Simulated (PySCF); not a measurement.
**Trend along the chalcogens: MIn cations**

r²SCAN with double-zeta basis sets in PySCF, for the lowest determinant that a PBE0 search found; no spin–orbit coupling. De refers to high-spin ground-configuration atoms (the charge goes to the atom of lower measured ionisation energy or higher electron affinity, which is not always the lowest computed limit). A positive dipole points towards In; it is taken about the centre of mass and depends on that origin.

| M | basis | charged atom | state (unpaired electrons) | Re (Å) | ωe (cm⁻¹) | De (eV) | μ (D) |
| --- | --- | --- | --- | --- | --- | --- | --- |
| O | def2-SVP | In+ | triplet (π ↑↑) | 2.846 | 153 | 0.36 | 0.13 |
| S | def2-SVPD | In+ | triplet (π ↑↑) | 3.121 | 132 | 0.57 | -0.32 |
| Se | def2-SVP | In+ | triplet (π ↑↑) | 3.196 | 100 | 0.69 | 2.14 |

The shortest bond is that of InO⁺ (2.846 Å), the longest that of InSe⁺ (3.196 Å).

The rows differ in basis set, which adds steps of its own.

Down a group the atoms grow and get heavier, so bonds lengthen and wavenumbers fall; this series shows no clear exception.

Weak bonds: InO⁺. Basis-set superposition, not corrected here, can be much of De in a small basis, most of all at correlated wavefunction levels. Spin–orbit coupling is left out, which matters for elements this heavy, above all for dissociation energies. For an ion De counts to the pair picked by the measured ionisation energies or electron affinities, which need not be the lowest pair at this level. States were picked by a PBE0 search and need not be the measured ground states.
